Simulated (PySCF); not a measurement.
## Electronic structure of Se(2+) (selenium, charge +2) at the r2SCAN level

Configuration: [Ar] 3d10 4s2 4p1 4d1, one real determinant (an excited configuration). Calculation: PySCF 2.14, in x2c-TZVPPall with one added diffuse shell each of s, p, d type (7s6p5d1f, 57 functions); scalar relativity by spin-free X2C-1e.

```
Total energy                                                  : -2428.074 hartree
One-electron energy                                           : -3345.986 hartree
Hartree (Coulomb) energy                                      : 1005.667 hartree
Exchange-correlation energy                                   : -87.754 hartree
⟨S²⟩                                                          : 2.0019
⟨L²⟩                                                          : 8.005
Sum of ⟨r⟩                                                    : 20.68 bohr
Sum of ⟨r²⟩                                                   : 29.05 bohr²
Traceless quadrupole moment −½Σ⟨3z² − r²⟩ along its main axis : 1.18 e·bohr²
Langevin diamagnetic susceptibility                           : -23.0 ×10⁻⁶ cm³/mol
```

| shell | electrons | mean orbital energy (hartree) | spread (hartree) | rms radius, mean of both spins (bohr) |
| --- | --- | --- | --- | --- |
| 1s α | 1 | -461.30807 | 0 | 0.0508 |
| 1s β | 1 | -461.30449 | 0 | 0.0508 |
| 2s α | 1 | -60.51756 | 0 | 0.212 |
| 2s β | 1 | -60.51537 | 0 | 0.212 |
| 2p α | 3 | -53.28364 | 0.00239 | 0.189 |
| 2p β | 3 | -53.27974 | 0.00645 | 0.189 |
| 3s α | 1 | -9.03617 | 0 | 0.614 |
| 3s β | 1 | -9.03165 | 0 | 0.614 |
| 3p α | 3 | -6.74360 | 0.01465 | 0.637 |
| 3p β | 3 | -6.73830 | 0.01990 | 0.637 |
| 3d α | 5 | -2.97214 | 0.01411 | 0.699 |
| 3d β | 5 | -2.96392 | 0.02204 | 0.699 |
| 4s α | 1 | -1.51258 | 0 | 1.78 |
| 4s β | 1 | -1.44846 | 0 | 1.78 |
| 4p α | 1 | -1.06005 | 0 | 2.06 |
| 4d α | 1 | -0.49440 | 0 | 3.17 |

⟨L²⟩ = 8.01 against 12 for a pure F term, so this real determinant mixes terms. The outer electron is Rydberg-like, and this basis confines it to a smaller radius and binds it less than a complete one would.

Densities and radii are taken from the X2C orbitals without a picture-change correction, which distorts them close to the nucleus.
